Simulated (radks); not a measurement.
Problem. Species: Ce2+. Configuration: [Xe] 4f1.5 6s0.5 (fractional occupations, a model configuration). Calculated with a radial shooting solver on a logarithmic mesh with Libxc functionals: Dirac Kohn-Sham, LDA (Slater exchange, Perdew-Wang correlation), spin-unpolarised, spherical densities, point nucleus; open shells are shared between the two j in proportion to 2j + 1. Some entries of the table are withheld. Estimate them.

| orbital | occ. | eigenvalue (eV) | <r> (bohr) | <1/r> (bohr^-1) |
|---|---|---|---|---|
| 1s1/2 | 2 | -40205.63 | (1) | (2) |
| 2s1/2 | 2 | -6444.787 | 0.1048 | 14.92 |
| 2p1/2 | 2 | -6088.040 | 0.08798 | 14.91 |
| 2p3/2 | 4 | -5641.977 | 0.09418 | 13.51 |
| 3s1/2 | 2 | -1395.037 | 0.2787 | 5.382 |
| 3p1/2 | 2 | -1243.676 | 0.2683 | 5.298 |
| 3p3/2 | 4 | -1156.050 | 0.2805 | 4.947 |
| 3d3/2 | 4 | (3) | 0.2514 | 4.816 |
| 3d5/2 | 6 | (4) | 0.2553 | 4.727 |
| 4s1/2 | 2 | -290.1760 | 0.6383 | 2.233 |
| 4p1/2 | 2 | -234.0156 | 0.6572 | 2.129 |
| 4p3/2 | 4 | -215.1299 | 0.6851 | 2.012 |
| 4d3/2 | 4 | -122.8502 | 0.7419 | 1.792 |
| 4d5/2 | 6 | -119.5567 | 0.7518 | 1.763 |
| 5s1/2 | 2 | -52.9907 | 1.524 | 0.8738 |
| 5p1/2 | 2 | -37.7006 | 1.707 | 0.7720 |
| 5p3/2 | 4 | -34.9420 | 1.788 | 0.7315 |
| 4f5/2 | 0.642857 | (5) | 1.128 | 1.188 |
| 4f7/2 | 0.857143 | (6) | 1.140 | 1.177 |
| 6s1/2 | 0.5 | -14.2029 | 3.679 | 0.3474 |

Solution. 
(1) 1s1/2 <r> (bohr): 0.02459
(2) 1s1/2 <1/r> (bohr^-1): 63.30
(3) 3d3/2 eigenvalue (eV): -890.4889
(4) 3d5/2 eigenvalue (eV): -871.6466
(5) 4f5/2 eigenvalue (eV): -17.0679
(6) 4f7/2 eigenvalue (eV): -16.7512
